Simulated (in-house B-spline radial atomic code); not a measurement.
Checks on a self-consistent run for Zn⁺, [Ne] 3s1 3p6 3d10 4s2. Level of theory: Dirac-Hartree-Fock, average of configuration, Fermi nucleus of rms radius 3.9283 fm; calculated with a radial B-spline atomic code at the basis-set limit.

```json
{"orbital": "1s1/2", "q": "2", "ε (Eh)": "-358.63131", "<1/r>": "30.2327", "<r²>": "0.00340154", "small-component weight": "0.011737"}
{"orbital": "2s1/2", "q": "2", "ε (Eh)": "-46.09399", "<1/r>": "6.64556", "<r²>": "0.0599246", "small-component weight": "0.0022552"}
{"orbital": "2p1/2", "q": "2", "ε (Eh)": "-40.53584", "<1/r>": "6.57869", "<r²>": "0.0470543", "small-component weight": "0.002226"}
{"orbital": "2p3/2", "q": "4", "ε (Eh)": "-39.64594", "<1/r>": "6.42423", "<r²>": "0.0485464", "small-component weight": "0.0021872"}
{"orbital": "3s1/2", "q": "1", "ε (Eh)": "-6.57516", "<1/r>": "2.09755", "<r²>": "0.535617", "small-component weight": "0.00049811"}
{"orbital": "3p1/2", "q": "2", "ε (Eh)": "-4.58133", "<1/r>": "1.96528", "<r²>": "0.57906", "small-component weight": "0.00044901"}
{"orbital": "3p3/2", "q": "4", "ε (Eh)": "-4.45869", "<1/r>": "1.92988", "<r²>": "0.595277", "small-component weight": "0.00043939"}
{"orbital": "3d3/2", "q": "4", "ε (Eh)": "-1.44981", "<1/r>": "1.6037", "<r²>": "0.847928", "small-component weight": "0.00032171"}
{"orbital": "3d5/2", "q": "6", "ε (Eh)": "-1.43306", "<1/r>": "1.59313", "<r²>": "0.8597", "small-component weight": "0.00031855"}
{"orbital": "4s1/2", "q": "2", "ε (Eh)": "-0.68055", "<1/r>": "0.548521", "<r²>": "6.46621", "small-component weight": "4.9354e-05"}
```

Electron-electron repulsion V_ee = 690.6610 hartree.

Q: What total energy follows from the eigenvalues?

A: The eigenvalues count the repulsion twice, so E = Σqε - V_ee = -1098.437 - 690.661 = -1789.098 hartree; the run printed -1789.098.

Q: Does the Dirac virial theorem hold?

A: For a point nucleus E = -2c²Σq·w, with w the small-component weight. Here Σq·w = 0.047635 and c = 137.0360, so the ratio E/(-2c²Σq·w) is 1.000010; the finite nucleus accounts for the departure from 1.

Q: What diamagnetic shielding (Lamb formula) and susceptibility (Langevin formula) do the radii give?

A: σ = (α²/3)Σq<1/r> = 143.429/(3·137.036²) = 2545.9 ppm, and χ = -0.79199×10⁻⁶·Σq<r²> = -20.57×10⁻⁶ cm³/mol with Σq<r²> = 25.972 bohr². Both are non-relativistic formulas without the paramagnetism of open shells.
